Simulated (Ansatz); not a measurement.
Basis sets compared for AsH2(OMe) (CH₅AsO). The state is a singlet with charge 0. Geometry B3LYP-D4/def2-TZVP. Ansatz on 4 threads of Arm Neoverse V1 on a shared host; times are rough, and most runs start from earlier orbitals.

```csv
atom,x (Å),y (Å),z (Å)
As1,0.1574,-1.4342,-0.6728
H2,-1.1632,-2.1477,-0.9522
H3,0.1354,-0.7696,-2.0635
O4,-0.6532,-0.0943,0.2446
C5,0.2174,0.9036,0.7525
H6,1.0454,0.4780,1.3323
H7,-0.3744,1.5413,1.4096
H8,0.6352,1.5228,-0.0505
```

Binding counts from free atoms (As quartet, H doublet, O triplet, C triplet) in the same basis, without a counterpoise term.

| level | functions | energy (Eh) | HOMO (eV) | LUMO (eV) | binding per atom (eV) | wall time |
| --- | --- | --- | --- | --- | --- | --- |
| HF/STO-3G | 33 | -2323.4239 | -7.39 | 9.74 | 2.81 | 0.15 s |
| PBE-D4/def2-SVP | 85 | -2351.3482 | -5.61 | -1.12 | 3.38 | 0.6 s |
| PBE0-D4/def2-SVP | 85 | -2351.4203 | -7.03 | -0.20 | 3.30 | 0.85 s |

**Question.** Estimate the rows for HF/def2-TZVP (with forces), PBE-D4/def2-TZVP, PBE0-D4/def2-TZVP.

**Answer.** 
```tsv
level	functions	energy (Eh)	HOMO (eV)	LUMO (eV)	binding per atom (eV)	wall time
HF/def2-TZVP (with forces)	140	-2349.8650	-10.09	2.92	2.26	0.85 s
PBE-D4/def2-TZVP	140	-2351.7660	-5.82	-1.39	3.37	0.9 s
PBE0-D4/def2-TZVP	140	-2351.8356	-7.16	-0.47	3.29	1.4 s
```
